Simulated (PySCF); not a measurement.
**Exercise with solution: chemical shift, span and skew from a shielding tensor**

Si(Me)2(Cl)2 (C₂H₆Cl₂Si), SMILES C[Si](C)(Cl)Cl. Atoms are numbered in the order given.

```xyz
11

C      0.0000     1.5621     1.3423
Si     0.0000     0.0000     0.3374
C      0.0000    -1.5621     1.3423
Cl     1.6800     0.0000    -0.8865
Cl    -1.6800     0.0000    -0.8865
H     -0.8945     1.6082     1.9841
H      0.0000     2.4464     0.6869
H      0.8945     1.6082     1.9841
H      0.0000    -2.4464     0.6869
H     -0.8945    -1.6082     1.9841
H      0.8945    -1.6082     1.9841
```
Charge 0, spin multiplicity 1.

Geometry optimised at r2SCAN-D4/def2-SVP. The isomer is the one that the SMILES or the coordinates give; other isomers of the formula were not compared.

GIAO shieldings from PySCF with HF/pcSseg-1, non-relativistic, no solvent. The symmetric part of the tensor of C1 has the principal values 176.3, 183.1, 194.5 ppm. The same nucleus in TMS has σ = 192.6 ppm at this level (PySCF, at its B3LYP-D3(BJ)/def2-TZVP geometry). Without spin–orbit terms, shifts of atoms bonded to Cl or Br come out too high.

### Question
Work out the isotropic shielding, the ¹³C shift against TMS, the span and the skew.

### Answer

σ(iso) = (σ11 + σ22 + σ33)/3 = 184.6 ppm. δ = σ(ref) − σ(iso) = 192.6 − (184.6) = 8.0 ppm.
Span Ω = σ33 − σ11 = 18.2 ppm. Skew κ = 3(σ(iso) − σ22)/Ω = 0.25. Tumbling in solution averages the tensor to δ; in a static solid the shielding alone would spread this spin-1/2 line over Ω.
